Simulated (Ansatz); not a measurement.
```xyz
3

N     0.0140   -0.0398   -1.1571
N    -0.0174    0.0438   -0.0745
O    -0.0864    0.0052    1.1089
```

Basis set: STO-3G (spherical functions). Left uncorrelated: 3 orbitals. Charge 0, multiplicity 1.

Computed with Ansatz (development build ahead of 0.2.0); each method stands on the lowest determinant of its kind that the runs found. Restricted open shells among the atoms or ions are ROHF, correlated in semicanonical orbitals with singles.

Question: Give the atomization energy at this shape (free ground-state atoms in the same class of orbitals less the molecule, no zero-point energy) of singlet N₂O by RHF-MP2, RHF.

Answer:

```json
{"method": "RHF-MP2", "atomization energy": "99.14 kcal/mol"}
{"method": "RHF", "atomization energy": "-41.06 kcal/mol"}
```

Caution: no unrestricted run beside it, a lower state can exist; the shape is not the minimum. Caution for RHF: the molecule lies well above its atoms at this level.

This basis has no polarisation functions and is too small for such energies, which can lie far from measured ones in either direction.
